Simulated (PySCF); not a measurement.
## Te⁺: ionisation energy

Te⁺ [Kr] 4d10 5s2 5p3 (4S) → Te²⁺ [Kr] 4d10 5s2 5p2 (3P), as a difference of total energies. Computed with PySCF 2.14 in x2c-SVPall (6s5p3d, 36 functions), with the spin-free X2C one-electron Hamiltonian (Gaussian nucleus). Correlated levels: valence: [Kr] 4d10 frozen. The calculations carry no spin-orbit coupling.

| method | ionisation energy (eV) |
| --- | --- |
| UHF | 18.445 |
| PBE | 18.852 |
| BP86 | 18.969 |
| MP2 (valence) | 18.730 |
| SCS-MP2 (valence) | 18.630 |
| CCSD (valence) | 18.698 |
| CCSD(T) (valence) | 18.701 |

How much does correlation contribute at CCSD(T) (valence)?

18.701 − (18.445) = 0.256 eV, measured against UHF.

The reference lies between the lowest fine-structure levels, while these numbers refer to the centres of the terms.

Errors of the correlated levels include the incompleteness of this basis and the frozen core.

For comparison: 18.6 ± 0.4 eV (measured; NIST Atomic Spectra Database, ionization energies).
